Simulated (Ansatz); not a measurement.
The cluster Al₂S₂. Charge 0, multiplicity 1. Geometry PBE0-D4/def2-TZVP; atoms count from 1.

```xyz
4

Al   -1.612    1.077   -0.128
Al    0.739   -1.797    0.005
S     0.549    0.403   -0.991
S     0.325    0.317    1.113
```

The restricted singlet is unstable towards broken spin symmetry in Hartree–Fock (as tested in another run); at PBE0-D4/def2-TZVP this wasn't settled. Another isomer (singlet) lies 0.73 eV lower at PBE0-D4/def2-TZVP; other spin states weren't run for this one.

Question: Estimate the Mulliken populations from the PBE0/def2-TZVP orbitals of Ansatz.

Answer: 
```json
{"atom": "Al1", "charge (e)": "0.20"}
{"atom": "Al2", "charge (e)": "0.20"}
{"atom": "S3", "charge (e)": "-0.20"}
{"atom": "S4", "charge (e)": "-0.20"}
```
Mulliken values depend strongly on the basis.

Question: And the Mayer bond orders between heavy atoms (over 0.3)?

Answer: Al1–S3 0.64 (2.42 Å); Al1–S4 0.64 (2.42 Å); Al2–S3 0.64 (2.42 Å); Al2–S4 0.64 (2.42 Å); S3–S4 1.06 (2.12 Å).
